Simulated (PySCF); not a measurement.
C4H12Ge.
Numbering: `[CH3:1][Ge:2]([CH3:3])([CH3:4])[CH3:5]` (hydrogens: H6, H7, H8 on C1; H9, H10, H11 on C3; H12, H13, H14 on C4; H15, H16, H17 on C5)

Method: PBE0-D3(BJ)/def2-SVP geometry optimisation, gas phase (PySCF 2.14.0); density fitting, grid level 1; the optimiser is geomeTRIC in internal coordinates, started from a GFN2-xTB structure.

Geometry at step 1:
```
atom  x, y, z in Å
C1      0.0342   -0.9919   -1.6818
Ge2    -0.0030   -0.0003   -0.0011
C3     -0.2971    1.8943   -0.3684
C4     -1.4462   -0.6801    1.1241
C5      1.7018   -0.2259    0.9215
H6     -0.9226   -0.8205   -2.2039
H7      0.1265   -2.0757   -1.5050
H8      0.8472   -0.6848   -2.3579
H9     -0.1172    2.4997    0.5350
H10    -1.3188    2.1055   -0.7216
H11     0.4073    2.2353   -1.1452
H12    -2.4416   -0.4435    0.7158
H13    -1.3865   -1.7702    1.2707
H14    -1.3685   -0.2031    2.1159
H15     1.8290   -1.2846    1.2031
H16     2.5307    0.0387    0.2442
H17     1.7997    0.3826    1.8337
```

Task: Give the atomic forces at this geometry.

Result: 
```csv
atom,Fx (eV/Å),Fy (eV/Å),Fz (eV/Å)
C1,-0.202,-0.112,-0.169
Ge2,-0.004,0.011,0.002
C3,0.082,0.210,-0.047
C4,-0.087,0.033,0.242
C5,0.222,-0.166,-0.023
H6,0.071,-0.050,-0.035
H7,0.014,0.051,0.024
H8,0.010,0.063,0.095
H9,-0.026,-0.039,-0.029
H10,0.022,-0.081,0.006
H11,-0.038,0.011,0.041
H12,0.064,0.004,-0.046
H13,0.053,0.037,-0.043
H14,-0.064,-0.052,-0.030
H15,0.022,0.057,0.004
H16,-0.027,0.004,0.051
H17,-0.112,0.019,-0.042
```

The largest, 0.29 eV/Å, acts on C1 (C5 within 3 % of it); the rms over all components is 0.084 eV/Å. The forces sum to zero within rounding, as they must for an isolated molecule in no field.

Task: Give the force on C1 in Eh/bohr and in nN.

Result: 0.286 eV/Å ÷ 51.422 = 0.00556 Eh/bohr, and 0.286 eV/Å × 1.602 = 0.46 nN.

Task: How far is this geometry from the end of the optimisation?

Result: 0.025 eV above it, and 0.104 Å rms away after alignment. The bonds farthest from their final lengths, with half the difference of the two atoms' forces along the bond (positive lengthens):

```csv
bond,now (Å),final (Å),force along bond (eV/Å)
C1–Ge2,1.952,1.958,+0.10
Ge2–C5,1.951,1.957,+0.10
Ge2–C3,1.952,1.958,+0.09
Ge2–C4,1.952,1.958,+0.10
C1–H6,1.103,1.101,-0.15
C4–H14,1.103,1.101,-0.14
```

The angle farthest from its final value is Ge2–C5–H17, 113.9° against 110.7°.

The cost below is that of the whole optimisation. The run took 86 s on an Arm Neoverse V2 with one thread, shared host with 96 logical CPUs at a one-minute load of 56, and the process peaked at 0.61 GiB of memory.
